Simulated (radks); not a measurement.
Fractional charge and spin in the 5s shell of antimony: the spin-up occupation runs from 0 to 1 and the spin-down occupation from 0 to 1; the fullest corner is Sb3+, [Kr] 4d10 5s(up 1, down 1). Calculated with a radial shooting solver on a logarithmic mesh with Libxc functionals: scalar-relativistic Kohn-Sham, PBE, spin-polarised, spherical densities, point nucleus. Energy (eV) minus the two flat planes that join the four corners (they meet along the diagonal where the two added fractions sum to one electron); zero is where a piecewise linear energy would lie.

down \ up,0,0.25,0.5,0.75,1
0,0.000,-1.016,-1.351,-1.010,0.000
0.25,-1.016,-1.271,-0.856,0.226,-0.963
0.5,-1.351,-0.856,0.300,-0.817,-1.282
0.75,-1.010,0.226,-0.817,-1.209,-0.958
1,0.000,-0.963,-1.282,-0.958,0.000

Corners above the fullest one (they belong to Sb4+ and the next ion): (up 1, down 0) 43.994 eV, (up 0, down 1) 43.994 eV, (up 0, down 0) 99.717 eV. With half an added electron in each spin the energy lies 0.300 eV from the planes (fractional-spin error, the static-correlation error of a stretched bond), and with half an added electron in spin up alone -1.351 eV (fractional-charge error). For a frontier s shell over closed shells the exact functional lies on the planes.
